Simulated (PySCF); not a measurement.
Ionisation energy of Al(2+) by level of theory

Al(2+) [Ne] 3s1 [3s1/2^1, M_J = 1/2] → Al(3+) [Ne], as a difference of total energies. Calculation: PySCF 2.14, in x2c-TZVPall-2c; the two-component X2C-1e Hamiltonian. Correlated levels: [Ne] frozen; the 6 highest virtual spinors dropped. "Screened" scales the spin-orbit matrix elements by Boettger's factors to mimic the two-electron term; Breit and QED terms are absent.

| method | ionisation energy (eV) |
| --- | --- |
| GHF (screened spin-orbit) | 28.070 |
| GMP2 (screened spin-orbit) | 28.070 |
| GCCSD (screened spin-orbit) | 28.070 |
| GCCSD(T) (screened spin-orbit) | 28.070 |

Errors of the correlated levels include the incompleteness of this basis and the frozen core.

For comparison: 28.448 eV (measured; NIST Atomic Spectra Database, ionization energies).
